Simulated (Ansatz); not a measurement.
Cartesian coordinates in Å:
```
C 1.522 0.203 0.263
B -0.041 0.165 0.097
N -0.823 1.177 0.651
Ga -1.088 -1.359 -0.937
H 2.015 0.201 -0.715
H 1.891 1.068 0.825
H 1.878 -0.703 0.766
H -0.432 1.953 1.165
H -1.826 1.210 0.579
H -0.425 -2.614 -1.633
H -2.672 -1.300 -1.061
```

Total charge 0; spin multiplicity 1.

**Question.** List the B3LYP/def2-TZVPP orbital energies in eV (Ansatz 0.2.0). (Estimate.)

**Answer.** The calculation gave: Occupied: -10137.08, -1248.88, -1106.14, -1106.02, -1106.01, -389.75, -275.96, -183.30, -148.87, -102.36, -102.04, -102.00, -23.88, -22.13, -22.00, -21.98, -21.83, -21.78, -18.85, -14.22, -14.06, -11.75, -10.83, -10.74, -9.62, -8.38, -7.71, -6.67. Lowest empty: -2.04, 0.51, 0.93, 1.28, 1.50, 1.94, 2.04, 3.01.

B3LYP here is the variant with VWN-RPA as its local correlation; programs differ in this.
